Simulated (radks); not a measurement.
Values are calculated unless marked as measured or tabulated.
Species: Er+. Configuration: [Xe] 4f12 6s1 (the NIST ground configuration). Level of theory: scalar-relativistic Kohn-Sham, PBE, spin-polarised, spherical densities, finite nucleus; open shells are filled with parallel spins first (spin-orbit coupling, left out, can overturn this in heavy ions); Fermi nuclear charge, rms radius 5.2516 fm (a radial shooting solver on a logarithmic mesh with Libxc functionals).

Unscreened Slater integrals over Kohn-Sham orbitals (eV). They are taken over the spin-up orbitals.

| integral | value |
|---|---|
| F0(6s,6s) | 6.8104 |
| F0(6s,4f) | 8.8596 |
| G3(6s,4f) | 0.32711 |
| F0(6s,5p) | 8.4716 |
| G1(6s,5p) | 0.66876 |
| F0(6s,5s) | 8.6123 |
| G0(6s,5s) | 0.33913 |
| F0(4f,4f) | 31.533 |
| F2(4f,4f) | 14.542 |
| F4(4f,4f) | 9.0434 |
| F6(4f,4f) | 6.4845 |
| F0(4f,5p) | 19.719 |
| F2(4f,5p) | 6.6684 |
| G2(4f,5p) | 3.6322 |
| G4(4f,5p) | 2.7415 |
| F0(4f,5s) | 22.535 |
| G3(4f,5s) | 4.2804 |
| F0(5p,5p) | 16.453 |
| F2(5p,5p) | 8.8018 |
| F0(5p,5s) | 17.781 |
| G1(5p,5s) | 11.752 |
| F0(5s,5s) | 19.572 |

Derived for the open shells (J is the average intra-shell exchange parameter used in DFT+U). 4f: F4/F2 = 0.622, F6/F2 = 0.446, J = (286 F2 + 195 F4 + 250 F6)/6435 = 1.172 eV.
